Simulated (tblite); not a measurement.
C₇H₁₃FSi₂.
Cartesian coordinates in Å at the GFN2-xTB level; atoms count from 1:
```
atom  x, y, z in Å
C1    -2.6948    0.0153    1.1244
C2    -1.8193   -0.0034    0.1299
C3    -2.2512    0.1260   -1.2984
C4    -0.3464   -0.1428    0.3940
Si5    0.4910    1.5761    0.3618
C6     2.3529    1.3358    0.5141
C7     2.9949    0.1791    0.3492
Si8    2.1724   -1.4655   -0.0543
C9     0.3621   -1.0880   -0.5671
F10   -0.3215   -2.3105   -0.6143
H11   -2.3917   -0.0959    2.1522
H12   -3.7509    0.1349    0.9512
H13   -1.6427    0.8602   -1.8250
H14   -2.1455   -0.8325   -1.8064
H15   -3.2943    0.4266   -1.3561
H16   -0.2305   -0.5491    1.4050
H17   -0.0153    2.3701    1.4861
H18    0.2159    2.2747   -0.9031
H19    2.9300    2.2247    0.7475
H20    4.0742    0.1589    0.4632
H21    2.1452   -2.3380    1.1244
H22    2.8542   -2.1224   -1.1749
H23    0.3064   -0.7074   -1.5934
```

Method: GFN2-xTB as coded in tblite; computed harmonic values from a numerical Hessian at the method's own geometry, unscaled. Against measured fundamentals such values can be off by several per cent, at times by over 20. Modes of hydrogen on silicon can be 10 to 20 % off. One conformer, not necessarily the lowest.

Harmonic wavenumbers (cm⁻¹): 48.3, 61.4, 75.8, 140.0, 184.2, 199.3, 205.3, 239.1, 263.4, 285.6, 361.5, 407.9, 434.9, 471.7, 486.3, 490.1, 507.3, 558.5, 577.1, 637.0, 660.7, 678.9, 697.7, 739.7, 757.7, 769.0, 771.6, 776.2, 811.3, 877.3, 895.6, 966.1, 966.6, 969.3, 1031.7, 1044.1, 1090.4, 1141.7, 1169.5, 1192.6, 1271.8, 1282.9, 1328.1, 1328.3, 1398.2, 1429.0, 1484.8, 1492.7, 1625.0, 1712.1, 2200.4, 2235.8, 2242.9, 2244.7, 2905.9, 2921.3, 2992.2, 3002.7, 3010.9, 3013.6, 3042.3, 3099.3, 3121.6.

A = 1369, B = 800.0, C = 577.1 MHz; mass 172.054 u (most abundant isotopes); point group C1, symmetry number 1.

What is the zero-point energy?

Half the sum of the wavenumbers: 37514 cm⁻¹ = 107.26 kcal/mol.

Give the ideal-gas entropy at 273.15 K and 1 bar in the rigid-rotor, harmonic-oscillator model (classical rotation).

Translation 40.93, rotation 30.35, vibration 34.55: S = 105.8 cal/(mol K).

And Cp and H(273.15 K) − H(0)?

Cp = 47.42 cal/(mol K), of which vibrations give 39.48 (their classical limit is 63 R = 125.2); H(273.15 K) − H(0) = 7.36 kcal/mol without the zero-point energy, 5.19 from vibrations.

Which modes carry the vibrational entropy at 273.15 K?

48.3 cm⁻¹: 4.71; 61.4 cm⁻¹: 4.24; 75.8 cm⁻¹: 3.82; 140.0 cm⁻¹: 2.64; 184.2 cm⁻¹: 2.12; 199.3 cm⁻¹: 1.98 cal/(mol K); the other 57 give 15.04 together.

What must be added to the electronic energy to get the Gibbs energy at 273.15 K and 1 bar?

ZPE + [H(273.15 K) − H(0)] − T·S = 107.26 + 7.36 − 28.91 = 85.71 kcal/mol.

Hindered rotation and anharmonicity are outside this model. Other conformers, if any are populated, would add a mixing term that is left out. The structure is chiral; the term R ln 2 for an equal mix with its mirror image is left out.

Time: 2.4 s. Hardware: an Arm Neoverse N1 with one thread, no GPU, shared host. The figure is for the frequency step alone.
